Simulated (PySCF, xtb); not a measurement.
2,3-dihydrothiophene (C4H6S), SMILES C1CC=CS1. One conformer was computed; it need not be the lowest.

Harmonic wavenumbers (cm⁻¹) from GFN2-xTB in xtb at its own minimum, in rising order: 66, 365, 494, 653, 714, 736, 793, 818, 840, 967, 980, 1053, 1103, 1114, 1181, 1222, 1253, 1294, 1452, 1478, 1657, 2929, 2969, 2984, 3015, 3111, 3148.

Question: What does PBE0-D3(BJ)/def2-SVP (PySCF 2.14.0) give at its own minimum? (Estimate from the structure and the level; the computed values follow.)

Answer: 165, 413, 508, 661, 689, 705, 805, 858, 932, 941, 993, 1029, 1104, 1137, 1198, 1264, 1314, 1344, 1440, 1459, 1676, 3028, 3082, 3111, 3167, 3224, 3252. Paired by order, the mean absolute difference is 51 cm⁻¹ and the zero-point energies are 54.9 and 56.5 kcal/mol.
